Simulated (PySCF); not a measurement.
Species: C4H12FNSi2.
Geometry (PBE0-D3(BJ)/def2-SVP, Å), atoms numbered from 1 in this order:
```xyz
20
C4H12FNSi2 angstrom
C      2.680    0.002    0.175
N      2.037   -0.775    1.208
Si     0.319   -0.911    1.357
C     -0.458   -1.835   -0.124
C     -1.686   -1.100   -0.677
C     -1.447    0.400   -0.796
F     -0.363    0.611   -1.656
Si    -0.934    1.044    0.948
H      3.544   -0.526   -0.266
H      1.968    0.192   -0.644
H      3.033    0.991    0.524
H      2.611   -0.961    2.021
H      0.056   -1.579    2.668
H      0.325   -1.879   -0.899
H     -0.698   -2.878    0.134
H     -1.980   -1.509   -1.659
H     -2.556   -1.243   -0.011
H     -2.322    0.905   -1.238
H     -0.234    2.361    0.861
H     -2.170    1.194    1.782
```

Linear response at PBE0/def2-SVPD (PySCF, frozen core in the response, non-relativistic). Geometry: PBE0-D3(BJ)/def2-SVP, one conformer, isolated molecule.

Static isotropic polarisability: 110.77 au (16.41 Å³), principal values 102.3, 111.0, 119.0 au.

Problem. What is the polarisability at 1064 nm and at the sodium D line?

Solution. 111.86 au at 1064 nm (+1.0 %), 114.47 au at 589.3 nm (+3.3 %). The rise at 589.3 nm is 3.39 times that at 1064 nm; a pure ω² law gives 3.26. The lowest singlet lies at 249 nm, shorter than both wavelengths.

Problem. What is the isotropic C6 coefficient between two such molecules, C6 = (3/π)∫α(iω)² dω?

Solution. 4670 au (Eh·bohr⁶) by a ten-point quadrature over imaginary frequencies, which is 2790 eV·Å⁶ or 269 J·nm⁶/mol.

Problem. Which effective excitation energy ω̄ makes London's formula C6 = (3/4)α²ω̄ exact here?

Solution. ω̄ = 4·C6/(3α²) = 0.507 Eh = 13.8 eV. A one-pole form α(ω) = α/(1 − ω²/ω̄²) fitted to the 1064 nm value gives 11.8 eV.

Problem. How many electrons N does the Slater–Kirkwood formula C6 = (3/4)·√N·α^(3/2) need to give this C6?

Solution. N = (4·C6/3)²/α³ = 28.5; the species has 80 electrons in all.

Problem. What n − 1 at the D line would an ideal gas of it have at 273.15 K and 1 atm (2.6868 × 10¹⁹ cm⁻³), by n − 1 = 2π·N·α′?

Solution. 28.63 × 10⁻⁴, a formal value whether or not that pressure can be reached.

Problem. What three-body coefficient follows from the one-pole estimate C9 = (3/4)·α·C6?

Solution. 388000 au. This is an estimate from the two numbers above, not a computed integral.

Problem. What does −C6/R⁶ come to at R = 10 Å between centres?

Solution. -270 J/mol. This is the leading, orientation-averaged term; C8 and higher terms are left out.

Problem. The lowest 6 singlets have (eV, f): 4.99, 0.009; 5.44, 0.024; 5.97, 0.002; 6.34, 0.130; 6.41, 0.012; 6.60, 0.007. What share of the static polarisability do they carry in the sum over states α = Σ f/ω²?

Solution. 3.65 au, 3.3 % of α; the largest term, 2.39 au, is that of the state at 6.34 eV. Their oscillator strengths add up to 0.18. Higher states carry the rest.
